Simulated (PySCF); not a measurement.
Computed shifts of a molecule C4H8O2, KT2/pcSseg-1 (PySCF), GIAO, gas phase, atoms alike by connectivity averaged where their shifts nearly agree, in ppm (number of nuclei): ¹³C: 75.0 (1), 60.1 (1), 19.8 (1), 15.1 (1). ¹H: 4.65 (1), 3.16 (1), 1.60 (1), 1.23 (1), 1.12 (1), 0.92 (1), 0.87 (1), 0.70 (1). References: ¹⁷O against H2O (σ = 330.4 ppm); ¹³C against TMS (σ = 185.1 ppm); ¹H against TMS (σ = 31.47 ppm), references at their B3LYP-D3(BJ)/def2-TZVP geometries, non-relativistic. The structure is a stationary point at B3LYP-D3(BJ)/def2-SVP. Other conformers were not sampled.

Q: Which molecule gave these data?
(A) CO[C@@H]1C[C@H]1O
(B) OCC1(O)CC1
(C) CC1OCCO1
(D) O[C@@H]1CCOC1

A: B, OCC1(O)CC1
